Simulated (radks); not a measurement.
Results of a calculation; reference values are marked as such.
Ho56+, configuration [Ne] 3s1. Code: a radial shooting solver on a logarithmic mesh with Libxc functionals. Model: scalar-relativistic Kohn-Sham, PBEsol, spin-unpolarised, spherical densities, finite nucleus; Fermi nuclear charge, rms radius 5.2022 fm.

Unscreened Slater integrals over Kohn-Sham orbitals (eV). Empty in this configuration: 3p.

| integral | value |
|---|---|
| F0(3s,3s) | 117.89 |
| F0(3s,2p) | 154.06 |
| G1(3s,2p) | 16.423 |
| F0(3s,2s) | 150.94 |
| G0(3s,2s) | 13.199 |
| F0(3s,1s) | 178.27 |
| G0(3s,1s) | 9.7018 |
| F0(3s,3p) | 119.45 |
| G1(3s,3p) | 76.860 |
| F0(2p,2p) | 323.66 |
| F2(2p,2p) | 153.59 |
| F0(2p,2s) | 299.17 |
| G1(2p,2s) | 170.46 |
| F0(2p,1s) | 440.25 |
| G1(2p,1s) | 84.730 |
| F0(2p,3p) | 160.28 |
| F2(2p,3p) | 42.135 |
| G0(2p,3p) | 16.846 |
| G2(2p,3p) | 18.747 |
| F0(2s,2s) | 283.81 |
| F0(2s,1s) | 401.28 |
| G0(2s,1s) | 41.012 |
| F0(2s,3p) | 155.61 |
| G1(2s,3p) | 13.370 |
| F0(1s,1s) | 1244.4 |
| F0(1s,3p) | 186.56 |
| G1(1s,3p) | 21.223 |
| F0(3p,3p) | 121.45 |
| F2(3p,3p) | 60.664 |
